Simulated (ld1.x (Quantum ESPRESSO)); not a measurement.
**Reading a pseudo-wave (hydrogen (H))**

Columns: radius, all-electron u(r) and pseudo u(r) of the 1s shell (level -12.42 eV) of hydrogen in the configuration 1s0.5; PBEsol, scalar-relativistic, PAW scheme, ld1.x (Quantum ESPRESSO) 7.5.

| r (bohr) | all-electron | pseudo |
| --- | --- | --- |
| 0.042 | 0.0852 | 0.0700 |
| 0.085 | 0.1651 | 0.1406 |
| 0.128 | 0.2380 | 0.2094 |
| 0.170 | 0.3029 | 0.2739 |
| 0.212 | 0.3618 | 0.3350 |
| 0.255 | 0.4164 | 0.3935 |
| 0.298 | 0.4656 | 0.4474 |
| 0.340 | 0.5088 | 0.4952 |
| 0.382 | 0.5474 | 0.5382 |
| 0.425 | 0.5826 | 0.5771 |
| 0.467 | 0.6129 | 0.6102 |
| 0.510 | 0.6402 | 0.6395 |
| 0.552 | 0.6634 | 0.6638 |
| 0.595 | 0.6839 | 0.6847 |
| 0.638 | 0.7013 | 0.7021 |
| 0.680 | 0.7155 | 0.7161 |
| 0.722 | 0.7272 | 0.7275 |
| 0.765 | 0.7367 | 0.7368 |
| 0.807 | 0.7439 | 0.7439 |
| 0.850 | 0.7492 | 0.7492 |
| 0.892 | 0.7524 | 0.7524 |
| 0.935 | 0.7540 | 0.7540 |
| 0.977 | 0.7540 | 0.7540 |
| 1.020 | 0.7526 | 0.7526 |
| 1.062 | 0.7499 | 0.7499 |
| 1.105 | 0.7458 | 0.7458 |

Question: How many radial nodes do the two functions have?

Answer: The all-electron 1s function has n − l − 1 = 0; the pseudo-wave has 0.

Question: At about which radius was the pseudo-wave matched?

Answer: 0.85 bohr. The columns agree to 0.0005 from 0.72 bohr on; several derivatives are matched, so the curves merge somewhat inside the radius.

Question: Is the pseudo-wave norm-conserving?

Answer: No, it belongs to a PAW set: the norm inside the radius is not constrained, and the difference is carried by the augmentation charge.
